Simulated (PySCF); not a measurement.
C8H6N2S, SMILES s1c(ccc1)-c1cncnc1. Geometry: r2SCAN-D4/def2-SVP. Other conformers were not sampled.

Give the equilibrium geometry at r2SCAN-D4/def2-SVP (PySCF confirms it by a frequency run) as Cartesian coordinates in Å. (An estimate is asked for; the answer gives what the named calculation found.)

This is not unique; one that fits is 
```xyz
17

C      2.8941     0.6458    -0.9786
C      3.2000     0.0677     0.2328
S      1.7858    -0.4249     1.0787
C      0.7431     0.1412    -0.1992
C     -0.7048     0.0127    -0.1052
C     -1.3442    -0.9076     0.7491
N     -2.6670    -1.0224     0.8292
C     -3.3840    -0.2213     0.0370
N     -2.9027     0.6903    -0.8130
C     -1.5792     0.8094    -0.8723
C      1.4972     0.6897    -1.2248
H      3.6502     1.0219    -1.6705
H      4.1822    -0.0935     0.6775
H     -0.7487    -1.5801     1.3829
H     -4.4757    -0.3190     0.0915
H     -1.1810     1.5794    -1.5462
H      1.0536     1.0887    -2.1392
```
